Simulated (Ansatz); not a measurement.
The cluster As₂S. Total charge 0; singlet. Geometry PBE0-D4/def2-TZVP.

```xyz
3

As   -0.8436    0.5094    0.8274
As    1.2130   -0.1584    0.4075
S    -0.3694   -0.3510   -1.2349
```

The 6-31G sets use Cartesian d functions. B3LYP takes the VWN-RPA correlation. The restricted singlet is unstable towards broken spin symmetry in Hartree–Fock (as tested in another run); at HF/6-31G this wasn't settled. The restricted singlet is unstable towards broken spin symmetry at other levels; at PBE-D4/def2-SVP, B3LYP-D4/6-31G, CAM-B3LYP-D4/def2-TZVP, ωB97X-V/def2-TZVP this wasn't settled. The geometry of the singlet was relaxed on an unsound state (restricted singlet, unstable towards broken spin symmetry). The structure comes from a short search, and lower isomers may exist.

Estimate the orbital energies around the gap (eV) in Ansatz with HF/6-31G, PBE-D4/def2-SVP, B3LYP-D4/6-31G, CAM-B3LYP-D4/def2-TZVP, ωB97X-V/def2-TZVP.


```json
{"orbital": "HOMO−13", "HF/6-31G": "-58.16", "PBE-D4/def2-SVP": "-41.89", "B3LYP-D4/6-31G": "-44.24", "CAM-B3LYP-D4/def2-TZVP": "-47.54", "ωB97X-V/def2-TZVP": "-48.56"}
{"orbital": "HOMO−12", "HF/6-31G": "-58.12", "PBE-D4/def2-SVP": "-41.86", "B3LYP-D4/6-31G": "-44.22", "CAM-B3LYP-D4/def2-TZVP": "-47.51", "ωB97X-V/def2-TZVP": "-48.54"}
{"orbital": "HOMO−11", "HF/6-31G": "-58.11", "PBE-D4/def2-SVP": "-41.85", "B3LYP-D4/6-31G": "-44.18", "CAM-B3LYP-D4/def2-TZVP": "-47.51", "ωB97X-V/def2-TZVP": "-48.54"}
{"orbital": "HOMO−10", "HF/6-31G": "-58.10", "PBE-D4/def2-SVP": "-41.80", "B3LYP-D4/6-31G": "-44.17", "CAM-B3LYP-D4/def2-TZVP": "-47.42", "ωB97X-V/def2-TZVP": "-48.44"}
{"orbital": "HOMO−9", "HF/6-31G": "-58.07", "PBE-D4/def2-SVP": "-41.78", "B3LYP-D4/6-31G": "-44.16", "CAM-B3LYP-D4/def2-TZVP": "-47.41", "ωB97X-V/def2-TZVP": "-48.43"}
{"orbital": "HOMO−8", "HF/6-31G": "-58.04", "PBE-D4/def2-SVP": "-41.72", "B3LYP-D4/6-31G": "-44.15", "CAM-B3LYP-D4/def2-TZVP": "-47.33", "ωB97X-V/def2-TZVP": "-48.35"}
{"orbital": "HOMO−7", "HF/6-31G": "-28.51", "PBE-D4/def2-SVP": "-19.17", "B3LYP-D4/6-31G": "-22.01", "CAM-B3LYP-D4/def2-TZVP": "-23.08", "ωB97X-V/def2-TZVP": "-24.41"}
{"orbital": "HOMO−6", "HF/6-31G": "-21.83", "PBE-D4/def2-SVP": "-14.55", "B3LYP-D4/6-31G": "-16.59", "CAM-B3LYP-D4/def2-TZVP": "-18.13", "ωB97X-V/def2-TZVP": "-19.33"}
{"orbital": "HOMO−5", "HF/6-31G": "-18.64", "PBE-D4/def2-SVP": "-13.02", "B3LYP-D4/6-31G": "-14.59", "CAM-B3LYP-D4/def2-TZVP": "-16.17", "ωB97X-V/def2-TZVP": "-17.28"}
{"orbital": "HOMO−4", "HF/6-31G": "-12.16", "PBE-D4/def2-SVP": "-8.47", "B3LYP-D4/6-31G": "-9.37", "CAM-B3LYP-D4/def2-TZVP": "-10.78", "ωB97X-V/def2-TZVP": "-11.80"}
{"orbital": "HOMO−3", "HF/6-31G": "-12.03", "PBE-D4/def2-SVP": "-7.77", "B3LYP-D4/6-31G": "-9.01", "CAM-B3LYP-D4/def2-TZVP": "-10.28", "ωB97X-V/def2-TZVP": "-11.39"}
{"orbital": "HOMO−2", "HF/6-31G": "-10.85", "PBE-D4/def2-SVP": "-7.34", "B3LYP-D4/6-31G": "-8.39", "CAM-B3LYP-D4/def2-TZVP": "-9.55", "ωB97X-V/def2-TZVP": "-10.53"}
{"orbital": "HOMO−1", "HF/6-31G": "-10.67", "PBE-D4/def2-SVP": "-7.08", "B3LYP-D4/6-31G": "-8.14", "CAM-B3LYP-D4/def2-TZVP": "-9.29", "ωB97X-V/def2-TZVP": "-10.26"}
{"orbital": "HOMO", "HF/6-31G": "-8.26", "PBE-D4/def2-SVP": "-4.61", "B3LYP-D4/6-31G": "-5.78", "CAM-B3LYP-D4/def2-TZVP": "-6.94", "ωB97X-V/def2-TZVP": "-7.89"}
{"orbital": "LUMO", "HF/6-31G": "-1.10", "PBE-D4/def2-SVP": "-3.94", "B3LYP-D4/6-31G": "-3.78", "CAM-B3LYP-D4/def2-TZVP": "-2.32", "ωB97X-V/def2-TZVP": "-1.40"}
{"orbital": "LUMO+1", "HF/6-31G": "1.30", "PBE-D4/def2-SVP": "-1.90", "B3LYP-D4/6-31G": "-1.85", "CAM-B3LYP-D4/def2-TZVP": "-0.17", "ωB97X-V/def2-TZVP": "0.80"}
{"orbital": "LUMO+2", "HF/6-31G": "1.58", "PBE-D4/def2-SVP": "-1.84", "B3LYP-D4/6-31G": "-1.52", "CAM-B3LYP-D4/def2-TZVP": "-0.12", "ωB97X-V/def2-TZVP": "0.92"}
{"orbital": "LUMO+3", "HF/6-31G": "2.87", "PBE-D4/def2-SVP": "-0.16", "B3LYP-D4/6-31G": "-0.22", "CAM-B3LYP-D4/def2-TZVP": "1.23", "ωB97X-V/def2-TZVP": "2.25"}
{"orbital": "LUMO+4", "HF/6-31G": "7.42", "PBE-D4/def2-SVP": "3.78", "B3LYP-D4/6-31G": "4.13", "CAM-B3LYP-D4/def2-TZVP": "5.22", "ωB97X-V/def2-TZVP": "6.18"}
{"orbital": "LUMO+5", "HF/6-31G": "8.52", "PBE-D4/def2-SVP": "6.63", "B3LYP-D4/6-31G": "5.22", "CAM-B3LYP-D4/def2-TZVP": "5.63", "ωB97X-V/def2-TZVP": "6.55"}
```
